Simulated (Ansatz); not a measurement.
Gas-phase electronic energies from Ansatz, PBE0-D4/def2-TZVP geometries. CCSD(T)/CBS is the MP2 limit (def2-TZVPP, def2-QZVPP) plus CCSD(T) − MP2 in def2-TZVPP, frozen cores. This one scheme is used for every species. Functionals use def2-TZVPP. For Ge outer-core shells are correlated without core-valence functions, which leaves a few kJ/mol of doubt a bond. Scalar relativity is left out up to krypton. One conformer a species, not always the lowest.

Reaction (formal exchange of groups at the Al–B bond): `[CH3][AlH][B](F)[GeH3]` + `COCO` → `CO[CH2][AlH][CH3]` + `O[B](F)[GeH3]`

```tsv
level	ΔE (eV)
PBE	-2.16
SCS-MP2/def2-QZVPP	-2.31
```

**Question.** What does CCSD(T)/CBS give? (Best estimate.)

**Answer.** Ansatz gave: -2.25 eV. The listed levels differ from it by 0.09, -0.06 eV.

Largest T1 diagnostic among the species: 0.013.

In def2-TZVPP, CCSD(T) changes the Hartree–Fock value by −0.06 eV (the triples alone add −0.01 eV) and MP2 by −0.19 eV.
